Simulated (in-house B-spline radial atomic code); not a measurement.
## PBE excitations of neutral krypton

Method: PBE. Computed with an all-electron radial atomic-structure program (B-spline basis): linear response of the closed shell [Ar] 3d10 4s2 4p6 with the functional's adiabatic kernel; scalar-relativistic (spin-free one-electron X2C), finite nucleus, no spin-orbit coupling, no double excitations, S, P, D and F terms only; shells from n = 2 respond. Only terms of natural parity with L up to 3 were computed.

Command:
```bash
python run_td.py task.json out
```
Settings (radii: box in bohr, nucleus in fm):
```
Z                        36
electrons                36
configuration            [Ar] 3d10 4s2 4p6
hamiltonian              x2c
method                   pbe,pbe
box_radius               3
wall_radius              3
rms_radius               4.1884
intervals                64
```

Time taken, with all properties: 0.5 s on 1 thread of AMD EPYC 9R45 96-Core Processor (Zen 5), with other jobs on the host.

Confined states, up to the first strongly mixed one, which can leave gaps near the end. Labels give the largest channel, * marks a mixed state, and oscillator strengths are full-response dipole values. Semilocal kernels can invert the small singlet-triplet splittings of Rydberg terms. Energies in eV:

| state | full response | Tamm-Dancoff | oscillator strength |
| --- | --- | --- | --- |
| 4p → 4d 3P | 22.519 | 22.613 | - |
| 4p → 4d 3F | 22.798 | 22.924 | - |
| 4p → 4d 1F | ? | ? | - |
| 4p → 4d 1P | 32.78 | 34.58 | 5.85 |
| 4s → 4d 3D | 38.85 | 38.90 | - |
| 4s → 4d 1D | ? | ? | - |
| 4p → 4f 3D | 46.80 | 46.85 | - |
| 4p → 5s 3P | 49.84 | 49.87 | - |
| 4p → 5s 1P | 51.13 | 51.16 | 1.27 |
| 4p → 4f 1D | 51.93 | 52.19 | - |

Problem. Where does 4s → 4d 1D lie?

Solution. At 41.29 eV in full response, 41.35 eV in Tamm-Dancoff.

Problem. Where does 4p → 4d 1F lie?

Solution. At 25.243 eV in full response, 25.273 eV in Tamm-Dancoff.

Problem. How large is the singlet-triplet splitting of 4p → 4d (F terms) in Tamm-Dancoff?

Solution. 2.35 eV, from the unrounded values.

Problem. What polarisabilities and dispersion coefficient does the method give?

Solution. Dipole 4.674 bohr³, quadrupole 11.11 bohr⁵, C6 22.25 hartree·bohr⁶ for two such species.
